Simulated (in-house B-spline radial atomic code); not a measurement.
## Ionising the iridium ion Ir⁺ with different functionals

Computed with a B-spline radial code for spherical atoms: scalar-relativistic (spin-free X2C) Hamiltonian, Fermi nucleus of rms radius 5.4032 fm, spin-polarised at highest spin, spherical fractional occupations for the functionals, and exact exchange of hybrids averaged over the configuration. The ionisation energy is the difference of two self-consistent energies, [Xe] 4f14 5d7 6s1 → [Xe] 4f14 5d7, without Breit or QED terms; ε is the level of the shell that loses the electron (its least bound occupied spin orbital). There is no spin-orbit coupling in this Hamiltonian.

```tsv
method	rung	ΔSCF (eV)	-ε(6s) (eV)
PBE0	global hybrid	17.81	15.05
B3LYP	global hybrid	17.94	14.89
TPSSh	global hybrid	17.82	14.53
M06-2X	global hybrid	?	?
BHandHLYP	global hybrid	17.43	15.61
r2SCAN0	global hybrid	17.89	15.40
B97-1	global hybrid	17.60	14.69
HSE06	range-separated hybrid	17.83	14.66
wB97X	range-separated hybrid	?	?
CAM-B3LYP	range-separated hybrid	17.78	16.19
LC-wPBE	range-separated hybrid	17.51	17.31
```

Q: What does M06-2X give?

A: ΔSCF 17.78 eV, and -ε(6s) = 16.27 eV.

Q: What does wB97X give?

A: ΔSCF 17.24 eV, and -ε(6s) = 16.78 eV.

Q: Among the functionals, which spreads more, the ΔSCF values or the orbital energies?

A: The orbital energies: ΔSCF values span about 0.70 eV and the orbital energies 2.78 eV.

Q: How do they compare with the NIST value?

A: NIST lists 17.0 eV ± 0.3 (semi-empirical, ground level to ground level). Errors run from +0.24 to +0.94 eV; wB97X is closest (+0.24 eV), though others lie within the uncertainty of it, and part of that can be cancellation, since the calculations leave out spin-orbit coupling, Breit-QED terms, multiplet and fine-structure energies.
